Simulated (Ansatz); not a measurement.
Coupled-cluster run, CH₇NOSSi, SMILES `CS[SiH](N)O`.

```yaml
crystal:
  periodic: [false, false, false]
  atoms:
    - {symbol: C, position_ang: [-1.856678, 1.200079, -0.383263]}
    - {symbol: S, position_ang: [-1.410484, -0.533924, -0.073319]}
    - {symbol: Si, position_ang: [0.704579, -0.426820, -0.112892]}
    - {symbol: N, position_ang: [1.374882, -1.856718, 0.525284]}
    - {symbol: O, position_ang: [1.070651, 0.920097, 0.759642]}
    - {symbol: H, position_ang: [-1.558791, 1.507387, -1.385515]}
    - {symbol: H, position_ang: [-2.941233, 1.265128, -0.302320]}
    - {symbol: H, position_ang: [-1.395971, 1.849957, 0.357693]}
    - {symbol: H, position_ang: [1.258113, -0.306822, -1.487691]}
    - {symbol: H, position_ang: [1.783531, -2.542883, -0.086635]}
    - {symbol: H, position_ang: [1.045354, -2.262795, 1.385727]}
    - {symbol: H, position_ang: [2.002947, 1.132014, 0.837191]}
basis:
  gaussian: {orbitals: def2-TZVPP}
correlation: {method: ccsd_t}
```

```sh
$ ansatz run in.yaml --threads 4 --pin off --events-out ev --progress --plain --max-ram 10444MiB
```

Log, shortened:

```
Functional definition: HF
1603 factors; integrals over basis functions are off by at most 1.0e-3 eV
mean field evaluation 1: about -23340.5741 eV, gradient 4.9e1 eV
mean field evaluation 2: about -23340.8711 eV, gradient 4.9e1 eV
mean field evaluation 4: about -23345.6194 eV, gradient 4.1e0 eV
mean field evaluation 8: about -23345.6895 eV, gradient 3.4e-1 eV
mean field -23345.69002746 eV, -857.9382842322 hartree, gradient 3.7e-6 eV, S^2 0.000000; 0 other end points of the search recorded, 0 dependent functions left out
13 core orbitals not correlated: weight in the atoms' cores, before any rotation towards them, 1.000 or more for the frozen orbitals, at most 0.000 for the correlated occupied ones
reference -23345.69002746 eV, -857.9382842322 hartree; 16, 16 occupied and 246, 246 virtual orbitals, 1603 factors
second order -25.31970600 eV of doubles, -0.00000000 eV of singles
cycle   1  -25.88792412 eV  change   -5.7e-1 eV  update   1.0e-1
cycle   2  -26.47244069 eV  change   -5.8e-1 eV  update   2.9e-2
cycle   3  -26.58636684 eV  change   -1.1e-1 eV  update   1.4e-2
cycle   4  -26.57647113 eV  change    9.9e-3 eV  update   3.2e-3
cycle   5  -26.57584536 eV  change    6.3e-4 eV  update   1.5e-3
cycle   6  -26.57626166 eV  change   -4.2e-4 eV  update   4.5e-4
cycle   7  -26.57602849 eV  change    2.3e-4 eV  update   1.8e-4
cycle   8  -26.57598404 eV  change    4.4e-5 eV  update   5.2e-5
cycle   9  -26.57599793 eV  change   -1.4e-5 eV  update   1.9e-5
perturbative correction -1.05353956 eV, -0.0387168649 hartree
Total energy: -23373.31956496 eV, -858.9536510072 hartree
```

Run time 4 min (4 threads of an Arm Neoverse V1 on a shared host); peak host memory 7.3 GiB.

Correlation energy per correlated electron: -0.863 eV. T1 diagnostic: 0.0108.
